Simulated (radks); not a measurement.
Values are calculated unless marked as measured or tabulated.
Q: Mg8+, configuration 1s1 2s2 3s1 (not the ground configuration). Level of theory: non-relativistic Kohn-Sham, PBE, spin-polarised, spherical densities, point nucleus; open shells are filled with parallel spins first (a radial shooting solver on a logarithmic mesh with Libxc functionals). Some entries of the table are withheld. Estimate them.

orbital,occ.,eigenvalue (hartree),<1/r> (bohr^-1),r(max) (bohr)
1s up,1,-63.65138,11.94,0.08347
1s down,0,-61.13561,11.79,0.08431
2s up,1,-12.70399,2.751,0.4608
2s down,1,-12.52879,2.731,0.4667
2p up,0,-12.11551,2.736,(1)
2p down,0,-11.86282,2.664,(2)
3s up,1,-4.96273,1.114,1.240
3s down,0,-4.75921,1.123,1.237
3d up,0,(3),1.072,0.9428
3d down,0,(4),1.094,0.9163
4s up,0,(5),0.6013,2.444
4f up,0,-2.29973,0.5713,1.747

A: 
(1) 2p up r(max) (bohr): 0.3652
(2) 2p down r(max) (bohr): 0.3757
(3) 3d up eigenvalue (hartree): -4.44817
(4) 3d down eigenvalue (hartree): -4.33663
(5) 4s up eigenvalue (hartree): -2.55780
